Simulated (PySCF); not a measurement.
Si(H)(PH2)3 (H7P3Si), SMILES P[SiH](P)P. The structure is a stationary point at PBE-D3(BJ)/def2-SVP. The structure was generated by enumeration, and PubChem lists no compound with its InChIKey, so it may never have been made. The values are those of a single conformer.

Computed equilibrium geometry at PBE-D3(BJ)/def2-SVP (PySCF confirms it by a frequency run) as Cartesian coordinates in Å (one conformer of several):
```xyz
11

Si     0.1523     0.0493    -0.5408
P      0.3380     2.1228     0.3946
P     -2.0005    -0.7063    -0.4664
P      1.3983    -1.5013     0.5845
H      0.5308     0.1758    -1.9945
H      0.2208     1.5943     1.7314
H      1.7809     2.0891     0.4321
H     -2.5463     0.5723    -0.8505
H     -2.1180    -0.4166     0.9415
H      2.6432    -0.9598     0.0986
H      1.3198    -2.4718    -0.4799
```
Charge 0, spin multiplicity 1.
